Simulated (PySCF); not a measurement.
NMR data simulated for an unnamed compound:

¹H NMR (300 MHz, computed): δ 5.95 (m, 1H), 5.18 (m, 1H), 5.07 (m, 1H), 4.33 (br, 1H), 3.77 (s, 3H), 1.28 (s, 6H).

¹³C{¹H} NMR (computed): δ 142.9 (CH), 107.4 (CH2), 75.5 (C), 56.4 (CH3), 30.1 (CH3).

- PBE0-D3(BJ)/def2-SVP structure
- shielding tensors at KT3/pcSseg-1 (GIAO)
- code: PySCF
- relativity neglected, averaged over atoms made equivalent by symmetry, fast rotation or ring inversion, one conformer, gas phase

Scale: TMS for ¹H (31.32 ppm) and ¹³C (182.31 ppm) (reference shieldings calculated alike).

**Question.** Which of these does the molecule contain: a CH3CH2 unit, a non-aromatic C=C double bond, a vinyl group CH=CH2, an OH group, an S-methyl group?

**Answer.** 
- A CH3CH2 unit: no.
- A non-aromatic C=C double bond: yes.
- A vinyl group CH=CH2: yes (δC 107.4, 142.9; δH 5.07 (m), 5.18 (m), 5.95 (m)).
- An OH group: no.
- An S-methyl group: no.

The data belong to SMILES C=CC(C)(C)OBOC, C6H13BO2; they needn't prove each group on their own.

Carbon signals by region: 2 in the sp2 and nitrile region (100–160 ppm), 2 at 50–100 ppm, 1 below 50 ppm.

Hydrogens on boron are broadened and split by ¹¹B (spin 3/2, 80 %) and 10B (spin 3). Shifts are as computed, not scaled to solution data. Of 1211 compounds with measured shifts, 218 miss one by over three times the rms of a fit or turn the order of signals round; such compounds aren't used in these exercises. No couplings were computed; multiplicities are counted from neighbouring protons, with m where these are inequivalent, close in shift, in a saturated or five-membered ring or joined by F or P, and br s for small geminal =CH2 splittings.
